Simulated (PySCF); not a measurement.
Xe²⁺: excitation energy

Xe²⁺ [Kr] 4d10 5s2 5p4 (3P) → Xe²⁺ [Kr] 4d10 5s1 5p4 5d1 (high-spin determinant), as a difference of total energies. All numbers are calculated (PySCF 2.14, scalar relativity by spin-free X2C-1e, in x2c-QZVPPall with one added diffuse shell each of s, p, d, f type (14s10p8d5f1g, 128 functions)). Correlated levels: valence: [Kr] 4d10 frozen; valence and next inner shell: [Ar] 3d10 frozen. The calculations carry no spin-orbit coupling.

| method | excitation energy (eV) |
| --- | --- |
| UHF | 24.775 |
| LDA | 26.075 |
| PBE | 25.518 |
| PBE0 | 25.563 |
| r2SCAN | 25.420 |
| B3LYP | 25.947 |
| BP86 | 25.648 |
| r2SCAN0 | 25.507 |
| MP2 (valence) | 25.079 |
| SCS-MP2 (valence) | 25.235 |
| MP2 (valence and next inner shell) | 25.695 |
| SCS-MP2 (valence and next inner shell) | 25.689 |

Task: How much does correlation contribute at MP2 (valence and next inner shell)?

Result: 25.695 − (24.775) = 0.920 eV, measured against UHF.

A first-order spin-orbit estimate (lowest level to lowest level, LS coupling) adds 0.040 eV.

The promoted electron is Rydberg-like, and one or two diffuse shells describe it only roughly, which tends to raise the upper state.

The determinant of the upper state mixes LS terms, which raises its energy above the lowest term, most at the Hartree-Fock and MP2 levels.
